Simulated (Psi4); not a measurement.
Complex: SiH4 (SMILES [SiH4]) (first 5 atoms) with CH3Cl (SMILES CCl); geometry from B3LYP-D3(BJ)/def2-TZVP, rigid monomers moved along the line of their centres of mass till Si1···Cl7 is 6.52 Å.
(charge 0, multiplicity 1):
```xyz
10

Si    -0.0443    -0.1828     0.2092
H      1.4316    -0.1288     0.2523
H     -0.4952    -0.2017    -1.2028
H     -0.6176     1.0063     0.8782
H     -0.5296    -1.4079     0.8827
C     -0.7516    -0.1963     6.8975
Cl     1.0230    -0.1304     6.6388
H     -0.9399    -0.1852     7.9667
H     -1.1968     0.6708     6.4193
H     -1.1262    -1.1118     6.4503
```

Computed with Psi4 with SAPT0/jun-cc-pV(D+d)Z.

Question: Give the four SAPT terms and the total, and say what mostly holds the pair together.

Answer: electrostatics -0.1, exchange 0.0, induction 0.0, dispersion -0.2, total -0.3 kJ/mol; the largest attraction is dispersion.
